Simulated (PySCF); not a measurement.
**How the functional moves excitation energies**

C3H8O2Si.
InChI=1S/C3H8O2Si/c6-5-3-1-4-2-3/h3H,1-2H2,6H3

Linear-response calculations in the def2-SVPD basis (PySCF; singlets by full response, triplets Tamm–Dancoff, core orbitals frozen in the response; HF means time-dependent Hartree–Fock). 'Strongest' is the level of largest summed f among the singlets computed (10 roots, of which the last may lack a degenerate partner); it can jump between rows when another state enters that window. S1 is the lowest singlet of each run and needn't be the same state throughout; f(S1) is that of one state. Isolated species at its PBE0-D3(BJ)/def2-SVP geometry (one conformer only).

```csv
functional,kind,S1 (eV),f(S1),strongest (eV),T1 (eV),HOMO (eV),gap (eV),"ionisation energy, ΔSCF (eV)"
LDA,LDA,4.87,0.007,6.93,4.81,-5.95,4.84,9.51
B3LYP,"global hybrid, 20% exact exchange",6.22,0.006,7.35,6.08,-7.21,6.98,9.75
PBE0,"global hybrid, 25% exact exchange",6.45,0.005,7.52,6.27,-7.44,7.43,9.62
BHandHLYP,"global hybrid, 50% exact exchange",7.44,0.001,8.77,7.08,-8.98,9.75,9.76
CAM-B3LYP,range-separated hybrid,6.97,0.000,8.04,6.61,-8.89,9.79,9.85
wB97X-D,range-separated hybrid,7.11,0.001,8.39,6.81,-9.36,11.10,9.79
LC-wPBE,range-separated hybrid,7.40,0.000,8.79,6.96,-10.20,12.25,9.97
HF,Hartree–Fock,8.69,0.001,10.08,8.03,-11.40,13.76,not settled
```

Q: What does PBE (GGA) give?

A: S1 (eV) 5.05, f(S1) 0.005, strongest (eV) 6.52, T1 (eV) 4.99, HOMO (eV) -5.87, gap (eV) 5.02, ionisation energy, ΔSCF (eV) 9.41. S1 runs from 4.87 eV (LDA) to 8.69 eV (HF), a spread of 3.82 eV, while the orbital gap spreads over 8.9 eV. Along PBE (0%), B3LYP (20%), PBE0 (25%), BHandHLYP (50%), HF (100%) S1 rises with the share of exact exchange. −ε(HOMO) comes closest to its own ΔSCF ionisation energy with LC-wPBE (+0.23 eV) and misses most with LDA (-3.56 eV). 'Not settled' means that the ion's SCF failed to converge or may have ended in another state than the lowest.

Without π bonds the low states are Rydberg-like; a valence basis with one diffuse set may place them up to an eV too high.
